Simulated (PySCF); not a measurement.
First SCF of a structure search on triplet [CuO2]-, at a hand-made end-on geometry. PySCF input:

```python
from pyscf import gto, scf, dft
mol = gto.M(atom='''
Cu     0.000000     0.000000     0.000000
O      0.000000     0.000000     1.802500
O      1.252800     0.000000     2.522500''',
    basis={'Cu': 'def2-SVPD', 'O': 'def2-SVPD'},
    charge=-1, spin=2)
mf = dft.UKS(mol, xc='B3LYP')
mf.grids.atom_grid = (50, 194)
aux = {'Cu': 'def2-universal-JKFIT', 'O': 'def2-universal-JKFIT'}
mf = mf.density_fit(auxbasis=aux)
mf.conv_tol = 1e-08
mf.diis_space = 10
mf.max_cycle = 60
mf.init_guess = 'minao'
mf.verbose = 4
mf.kernel()
```

Excerpt of the output (cycles alone):

```
init E= -1790.13086399597
cycle= 1 E= -1788.38880516583  delta_E= 1.74  |g|= 2.58  |ddm|= 2.16
cycle= 2 E= -1768.99916551811  delta_E= 19.4  |g|= 4.46  |ddm|= 10.4
cycle= 3 E= -1785.84146275448  delta_E= -16.8  |g|= 2.57  |ddm|= 10.7
cycle= 4 E= -1790.19811169861  delta_E= -4.36  |g|= 0.959  |ddm|= 2.48
cycle= 5 E= -1788.39805871066  delta_E=  1.8  |g|= 1.72  |ddm|= 3.44
cycle= 6 E= -1790.4676584545  delta_E= -2.07  |g|= 0.501  |ddm|=  2.9
cycle= 7 E= -1790.49475586794  delta_E= -0.0271  |g|= 0.447  |ddm|= 0.608
cycle= 8 E= -1790.56825331  delta_E= -0.0735  |g|= 0.129  |ddm|= 0.313
cycle= 9 E= -1790.57477194023  delta_E= -0.00652  |g|= 0.0718  |ddm|= 0.138
cycle= 10 E= -1790.57676198989  delta_E= -0.00199  |g|= 0.0159  |ddm|= 0.085
cycle= 11 E= -1790.57687722132  delta_E= -0.000115  |g|= 0.00375  |ddm|= 0.0278
cycle= 12 E= -1790.57688869669  delta_E= -1.15e-05  |g|= 0.00174  |ddm|= 0.00885
cycle= 13 E= -1790.57689193318  delta_E= -3.24e-06  |g|= 0.000705  |ddm|= 0.00534
cycle= 14 E= -1790.5768926375  delta_E= -7.04e-07  |g|= 0.000279  |ddm|= 0.00344
cycle= 15 E= -1790.57689270452  delta_E= -6.7e-08  |g|= 9.84e-05  |ddm|= 0.00128
cycle= 16 E= -1790.57689271029  delta_E= -5.76e-09  |g|= 2.71e-05  |ddm|= 0.000303
Extra cycle  E= -1790.57689270911  delta_E= 1.18e-09  |g|= 7.06e-05  |ddm|= 0.000118
converged SCF energy = -1790.57689270911  <S^2> = 2.0116434  2S+1 = 3.0077523
```

No lower solution of this spin was found from smeared starts or by a stability analysis within the unrestricted form.

Open d and f shells are described by one determinant, and the ground state may have another occupation or spin.

The search for the lowest solution, 3 starts and the stability check together, took 11 s on 2 threads of a shared Intel Xeon Platinum 8488C (Sapphire Rapids) host, with 80 basis functions; the process peaked at 0.36 GiB. Launch command: `OMP_NUM_THREADS=2 python axn.py task.json out`.
